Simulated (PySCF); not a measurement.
## Correlation energy of Tb (terbium, neutral)

Starting occupation: [Xe] 4f9 6s2, 4f5/2 with m_j = -5/2, -3/2, -1/2, +1/2, +3/2, +5/2, 4f7/2 with m_j = +3/2, +5/2, +7/2. Calculation: PySCF 2.14, in x2c-TZVPall-2c (11s11p10d4f1g, 131 functions); X2C-1e with screened-nucleus spin-orbit coupling, Gaussian nucleus. Frozen: [Ar] 3d10; 37 electrons correlated; the 18 highest virtual spinors left out.

MP2 pair energies summed by pair of shells (mhartree):

```csv
pair,energy,share (%)
4f-4f,-188.20,15.7
4d-4f,-179.30,14.9
4d-4d,-130.29,10.9
4f-5p,-128.49,10.7
5p-5p,-120.19,10.0
4d-5p,-76.57,6.4
4d-4p,-76.44,6.4
4f-4p,-56.26,4.7
5p-5s,-32.92,2.7
5p-6s,-30.75,2.6
4f-5s,-28.62,2.4
4d-5s,-22.24,1.9
4d-4s,-20.91,1.7
4p-4p,-20.88,1.7
6s-6s,-17.26,1.4
4f-4s,-13.74,1.1
4p-5p,-12.25,1.0
4f-6s,-12.06,1.0
4p-4s,-10.68,0.9
4p-5s,-6.37,0.5
5s-5s,-5.97,0.5
4d-6s,-2.80,0.2
4s-5p,-2.08,0.2
4s-4s,-1.82,0.2
5s-6s,-1.53,0.1
4s-5s,-0.96,0.1
4p-6s,-0.45,0.0
4s-6s,-0.07,0.0
```

Total MP2 correlation energy: -1200.1 mhartree.

The GHF reference relaxed away from the jj start to a determinant that is no pure jj level (⟨S²⟩ = 8.64, ⟨J²⟩ = 63.78); the energies belong to that determinant.

This basis was not built for core-valence correlation, so the inner-shell part is incomplete.
